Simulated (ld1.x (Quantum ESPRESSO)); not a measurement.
**Before and after: TM potential for titanium**

Ti, norm-conserving Troullier–Martins (Kleinman–Bylander form), made with ld1.x (Quantum ESPRESSO) 7.5 (PBE, scalar-relativistic). Core [Ar], reference 3d2 4s1 4p0 (charge +1). Waves: 4s (bound): rc 2.30 bohr; 3d (bound): rc 1.55 bohr; 4p (bound, empty): rc 2.50 bohr. Local part: the p channel. Core correction: none.

All-electron outer shells of the reference configuration (PBE, scalar-relativistic, ld1.x):

```tsv
shell	level (eV)	outermost node (bohr)	outermost maximum (bohr)
3p	-46.15	0.37	0.90
3d	-11.37	–	0.98
4s	-10.35	1.24	2.74
4p	-6.61	1.37	3.35
```

Change: wave 3d (bound): rc 1.55 bohr becomes 3d (bound): rc 2.34 bohr.

Cutoffs: the cutoffs (Ry, on a coarse ladder) from which the occupation-weighted sum of valence levels, in a spherical-Bessel basis at the reference potential, stays within 10 and 1 mRy of its value at 400 Ry; they do not see the model core or the augmentation charge, which bear on the density cutoff. Errors are all-electron minus pseudo energies relative to the spin-unpolarised reference configuration.

Q: How do hardness, ghosts and transferability respond?

A: The potential gets softer (80 Ry and 90 Ry → 40 Ry and 50 Ry); both files keep a bound ghost (s); of the 7 tests that both files solve, the error grows in 1 and shrinks in 1 by more than 15 % and 0.3 meV (median size 22.8 → 20.7 meV). A larger radius leaves more room for a smooth pseudo-wave, so fewer plane waves are needed.

```tsv
quantity	base	changed
cutoff, loose	80 Ry	40 Ry
cutoff, tight	90 Ry	50 Ry
loose cutoff by channel (10 mRy a level)	s 6 Ry, d 70 Ry	s 6 Ry, d 40 Ry
bound ghosts	s	s
error for 3d2 4s2 4p0, meV [ΔE -7.35 eV]	+17	+19
error for 3d2 4s0 4p0, meV [ΔE 13.57 eV]	+152	+145
error for 3d1 4s0 4p0, meV [ΔE 40.52 eV]	+164	+388
error for 3d3 4s0 4p0, meV [ΔE 0.05 eV]	-168	-37
error for 3d2 4s1.5 4p0, meV [ΔE -4.41 eV]	+7.7	+7.9
error for 3d2 4s1 4p1, meV [ΔE -4.27 eV]	+8.4	+9.0
error for 3d2 4s0 4p1, meV [ΔE 3.78 eV]	+23	+21
s: phases at 2.69 bohr within 0.05 rad from the reference energy up to (Ry; the scan ends near 5)	2.9	2.9
p: phases at 2.69 bohr within 0.05 rad from the reference energy up to (Ry; the scan ends near 5)	-0.0	-0.0
d: phases at 2.69 bohr within 0.05 rad from the reference energy up to (Ry; the scan ends near 5)	-0.3	-0.3
```

 A true bound ghost makes a file unfit for plane-wave use even where its test errors are small: the radial tests pick states by their node count and pass the ghost by.
